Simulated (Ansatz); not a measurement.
Cost and result up the ladder for Si₅₀H₅₂, a nanocrystal cut from cubic silicon (102 atoms). Charge 0, multiplicity 1. Geometry: PBE-D4/def2-SVP.

```xyz
102

Si   -1.037   -3.245    4.775
Si   -2.667   -4.458    1.053
Si   -3.066   -0.027    4.388
Si   -4.551   -1.095    1.022
Si    1.172   -4.364    1.746
Si    0.755    0.066    4.911
Si    3.060   -1.004    2.051
Si   -0.236   -5.458   -1.650
Si   -2.202   -2.135   -1.836
Si    1.587   -2.088   -1.326
Si    0.150   -3.227   -4.706
Si   -0.744   -1.062    1.535
Si   -2.676    2.257    1.311
Si    1.090    2.310    1.823
Si   -0.354    1.204   -1.569
Si   -1.262    3.239    4.843
Si   -0.837    5.722    1.442
Si   -1.915   -0.084   -4.943
Si   -4.162    1.162   -2.069
Si   -2.289    4.492   -1.802
Si    5.396   -2.073   -0.838
Si    1.949    0.149   -4.432
Si    3.449    1.260   -1.048
Si    1.527    4.563   -1.246
Si    0.140    3.611   -4.619
Si    0.785   -4.561    4.061
Si   -0.589   -5.500    0.673
Si   -1.021   -1.074    3.868
Si   -2.530   -2.178    0.491
Si   -4.846   -1.173    3.357
Si   -3.006    2.209    3.642
Si   -4.465    1.137    0.268
Si    1.278   -2.131    1.010
Si    5.074   -2.085    1.496
Si    3.596   -3.181   -1.871
Si    2.850   -0.867    4.390
Si    0.782    2.295    4.156
Si    3.111    1.219    1.280
Si   -0.187   -3.221   -2.377
Si   -2.141    0.085   -2.607
Si    1.668    0.138   -2.096
Si    0.185   -1.008   -5.478
Si   -0.670    1.165    0.766
Si   -2.617    4.479    0.532
Si    1.167    4.542    1.079
Si   -0.246    3.433   -2.305
Si   -4.064    3.373   -2.872
Si    5.460    0.162   -1.580
Si    1.969    2.316   -5.353
Si    3.606    3.534   -1.632
H    -2.322   -3.949    4.424
H    -0.993   -3.108    6.279
H    -3.141   -4.663    2.468
H    -3.691   -5.081    0.133
H    -3.245   -0.037    5.890
H    -5.681   -1.818    0.325
H     2.472   -5.053    1.397
H     0.511    0.042    6.404
H    -1.355   -6.178   -2.363
H     1.065   -6.134   -2.008
H    -3.357   -2.849   -2.503
H    -0.975   -3.992   -5.359
H     1.448   -3.928   -5.025
H    -1.450    2.925    6.308
H    -1.278    4.738    4.689
H    -1.055    6.035    2.899
H    -0.748    7.034    0.698
H    -2.990   -1.031   -5.423
H    -2.134    1.239   -5.629
H    -5.296    0.413   -2.731
H    -2.219    5.926   -2.279
H     6.697   -2.764   -1.179
H     3.247   -0.550   -4.770
H     1.533    5.992   -1.744
H    -1.091    3.204   -5.386
H     0.405    5.065   -4.925
H     0.491   -6.011    4.363
H     2.013   -4.174    4.842
H    -0.630   -6.923    1.184
H    -4.887   -2.608    3.822
H    -6.151   -0.515    3.735
H    -4.325    2.881    3.951
H    -5.752    1.847    0.625
H     5.035   -3.504    2.009
H     6.219   -1.373    2.175
H     3.528   -4.614   -1.405
H     3.774   -3.182   -3.370
H     3.059   -2.207    5.048
H     3.932    0.063    4.886
H     1.942    3.029    4.791
H     4.258    1.941    1.952
H     0.397   -0.963   -6.975
H    -3.940    5.134    0.862
H     2.319    5.232    1.775
H    -5.359    4.089   -2.574
H    -3.859    3.369   -4.367
H     6.608    0.888   -0.920
H     5.673    0.209   -3.074
H     3.251    3.030   -5.012
H     1.907    2.185   -6.857
H     4.633    4.162   -0.718
H     4.081    3.716   -3.050
```

Ansatz on 11 threads of AMD EPYC 7R13 on a shared host and a whole NVIDIA H100 80GB HBM3. Times are rough, and most runs start from the orbitals of an earlier one. PBE0-D4/def2-SVP serves as the yardstick here, not as an exact answer. Differences are given only for rows in sets of like size (and for xTB, whose basis is part of the method), since another set adds its own error. Binding counts from free atoms at the same level (Si triplet, H doublet; other spins of the atoms weren't run), without zero-point energy or a counterpoise term.

Single mean-field runs in STO-3G, def2-SVP, def2-mTZVP are fitted with def2-universal-jkfit.

| level | functions | wall time | binding energy per atom (eV) | difference from PBE0-D4/def2-SVP (eV) |
| --- | --- | --- | --- | --- |
| HF/STO-3G | 502 | 5.5 s | 3.88 | – |
| r2SCAN-D4/def2-SVP | 1160 | 14 s | 3.48 | 0.00 |
| r2SCAN-D4/def2-mTZVP | 1256 | 14 s | 3.41 | – |
| PBE-D4/def2-SVP (with forces) | 1160 | 15 s | 3.48 | 0.00 |
| PBE0-D4/def2-SVP (with forces) | 1160 | 32 s | 3.48 | 0.00 |
